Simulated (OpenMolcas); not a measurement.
N III: from CASSCF to CASPT2

| Quantity | Value |
| --- | --- |
| Program | OpenMolcas |
| Basis | ANO-R2 [4s4p2d1f] |
| Scalar Hamiltonian | X2C, finite nucleus |
| Active space | 3 electrons in 4 orbitals (2s 2p) |
| State averaging | 2S+1 = 4 odd, 1 root; 2S+1 = 2 odd, 11 roots; 2S+1 = 4 even, 3 roots; 2S+1 = 2 even, 9 roots |
| Spin-orbit coupling | state interaction with AMFI integrals over the reference wave functions, term energies averaged over their components |

Methods on the same reference wave functions:
A. CASSCF
B. SS-CASPT2, IPEA 0.25 Eh, imaginary shift 0.1 Eh (closed shells correlated: 1s)
C. MS-CASPT2, IPEA 0.25 Eh, imaginary shift 0.1 Eh (closed shells correlated: 1s)

Energies in cm⁻¹ above 2s² 2p ²P°_1/2, the measured ground level; measured values from Moore, Selected Tables of Atomic Spectra, NSRDS-NBS 3, section 5.

| Level | A | B | C | Measured |
| --- | --- | --- | --- | --- |
| 2s² 2p ²P°_1/2 | 0.0 | 0.0 | 0.0 | 0.0 |
| 2s² 2p ²P°_3/2 | 158 | 158 | 158 | 174 |
| 2s 2p² ⁴P_1/2 | 51338 | 55800 | 55830 |  |
| 2s 2p² ⁴P_3/2 | 51395 | 55850 | 55890 | 57247 |
| 2s 2p² ⁴P_5/2 | 51488 | 55950 | 55980 | 57328 |
| 2s 2p² ²D_3/2 | 106882 | 101140 | 101170 | 101031 |
| 2s 2p² ²D_5/2 | 106882 | 101140 | 101170 | 101024 |
| 2s 2p² ²S_1/2 | 136074 | 131300 | 131340 | 131004 |
| 2s 2p² ²P_1/2 | 156837 | 147870 | 147900 | 145876 |
| 2s 2p² ²P_3/2 | 156949 | 147980 | 148020 | 145986 |
| 2p³ ⁴S°_3/2 | 184131 | 185730 | 185770 | 186797 |
| 2p³ ²D°_3/2 | 213558 | 204140 | 204170 | 203089 |
| 2p³ ²D°_5/2 | 213558 | 204140 | 204170 | 203075 |
| 2p³ ²P°_1/2 | 243457 | 232100 | 232170 | 230404 |
| 2p³ ²P°_3/2 | 243465 | 232110 | 232170 | 230409 |

Deviations, from unrounded energies. A percentage is the sum of absolute deviations over the sum of measured energies, with the sign that they share, or ± where signs differ.

| Against measurement | Levels | A | B | C |
| --- | --- | --- | --- | --- |
| mean absolute deviation (cm-1) | 13 | 7700 | 1100 | 1100 |
| fine structure of the ground term (%) | 1 | -9.6 | -9.6 | -9.2 |
| other configurations (%) | 12 | ±5.6 | ±0.8 | ±0.8 |

B, C lie about equally close to measurement and A furthest from it. The largest miss of B in the table is 2s 2p² ²P_3/2, by +2000 cm-1. The ranking rests on the paired levels alone, and a cruder setting can come out closer through cancelling errors.

Between B and C the level of the table that moves most is 2p³ ²P°_1/2, by 69 cm-1 (lowest in B, highest in C). Moves below CASPT2's spread within the term are not significant.

The mean deviations of B to C differ by less than CASPT2's widest spread within a term (990 cm-1), so their order carries little weight.

The lowest spin-free term lies below A's lowest term by 0.046 hartree in B, 0.046 hartree in C.

CASPT2 does not keep the components of a term degenerate, so their means are used; among the terms shown or strongly mixed into the levels shown the widest spread is 990 cm-1 (2p³ ²D°, C). Measured partners are found by configuration, term and J. A level has none where our copy of the source lacks it or the pairing is in doubt (some pairs that miss far off the trend of their configuration count as doubtful), and it then counts in no deviation. Levels of configurations outside the active space are missing.

° marks odd parity.
